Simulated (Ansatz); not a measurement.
Gas-phase electronic energies from Ansatz, PBE0-D4/def2-TZVP geometries. CCSD(T)/CBS adds triple-zeta CCSD(T) − MP2 to the extrapolated MP2 energy (def2 sets, frozen cores). This one scheme is used for every species, atoms too. DFT in def2-TZVPP. No spin–orbit coupling; open shells (•) take unrestricted orbitals. Spin–orbit coupling would lower the free atoms: a little for C, O; clearly for Ge. For Ge outer-core shells are correlated without core-valence functions, so the limit isn't a true one: a few kJ/mol of doubt a bond, and 10 to 20 or more in all where bonds break to atoms. Scalar relativity is left out up to krypton. Each species was taken in one conformer, which may not be the lowest.

Consider the atomization: `C[O][GeH2][C]#N` → 2 C• + Ge• + 5 H• + N• + O•.

CCSD(T)/CBS gives +3788.2 kJ/mol.

(1) Another level gave +3602.9 kJ/mol. Which?
A. BLYP/def2-TZVPP
B. PBE0-D4/def2-TZVPP
C. BHLYP/def2-TZVPP
D. r2SCAN0/def2-TZVPP

Largest T1 diagnostic among the species: 0.013.

## Answers

(1) C. BHLYP 3602.9, PBE0-D4 3767.5, r2SCAN0 3677.9, BLYP 3757.5 kJ/mol.

In def2-TZVPP, CCSD(T) changes the Hartree–Fock value by +1095.5 kJ/mol (the triples alone add +73.9 kJ/mol) and MP2 by +1179.3 kJ/mol; breaking electron pairs costs correlation energy, which Hartree–Fock lacks. From BLYP to BHLYP (50 % exact exchange), in def2-TZVPP and without D4, ΔE moves by −154.6 kJ/mol: exact exchange takes away binding that semilocal exchange gives to molecules.

For atomizations the MP2-based limit and the directly extrapolated one differ by several kJ/mol either way, and by 10 to 25 for some Ge, Se and Sn compounds, so smaller differences from it don't rank the levels.
